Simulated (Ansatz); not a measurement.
Compare A (`O[SiH](O)/C=C/[SiH3]`) with its isomer B (`C=C[SiH2][SiH](O)O`).

Gas-phase electronic energies from Ansatz, PBE0-D4/def2-TZVP geometries. CCSD(T)/CBS adds triple-zeta CCSD(T) − MP2 to the extrapolated MP2 energy (def2 sets, frozen cores). DFT in def2-TZVPP. Each species was taken in one conformer, which may not be the lowest.

A:

```xyz
14

O     0.987   -1.788   -2.054
Si    0.879   -0.230   -1.554
O    -0.283    0.613   -2.358
C     0.415   -0.312    0.234
C    -0.581    0.414    0.753
Si   -1.077    0.355    2.548
H     1.277   -1.959   -2.950
H     2.178    0.465   -1.789
H     0.008    1.328   -2.924
H     0.978   -0.978    0.890
H    -1.139    1.067    0.080
H    -0.963    1.704    3.168
H    -0.188   -0.594    3.267
H    -2.492   -0.085    2.689
```

B:

```xyz
14

C    -0.830    0.757    2.010
C    -1.601    0.766    0.926
Si   -1.057    0.175   -0.759
Si    1.040   -0.872   -0.650
O     1.435   -1.174   -2.221
O     2.169    0.048    0.128
H    -1.189    1.114    2.972
H     0.196    0.400    1.989
H    -2.618    1.145    1.030
H    -0.996    1.330   -1.703
H    -2.066   -0.775   -1.308
H     1.047   -2.131    0.142
H     2.193   -1.736   -2.390
H     2.275    0.954   -0.167
```

Problem. Which isomer does CCSD(T)/CBS put lower? Give the gap. (An estimate is asked.)

Solution. Computed: A, by 4.0 kcal/mol.

Problem. Give E(B) − E(A) in kcal/mol with HF/def2-TZVPP, CCSD(T)/def2-TZVPP, B2PLYP, MP2/def2-TZVPP, r2SCAN-D4, CCSD/def2-TZVPP, ωB97M-V. (An estimate is asked.)

Solution. Ansatz gave: HF/def2-TZVPP 6.3, CCSD(T)/def2-TZVPP 4.1, B2PLYP 4.5, MP2/def2-TZVPP 5.4, r2SCAN-D4 3.3, CCSD/def2-TZVPP 4.4, ωB97M-V 4.7. None reverses the order clearly.

Largest T1 diagnostic: 0.013.

In def2-TZVPP, CCSD(T) changes the Hartree–Fock value by −2.2 kcal/mol (the triples alone add −0.3 kcal/mol) and MP2 by −0.9 kcal/mol. From PBE to PBE0 (25 % exact exchange), in def2-TZVPP and without D4, E(B) − E(A) moves by +1.0 kcal/mol.
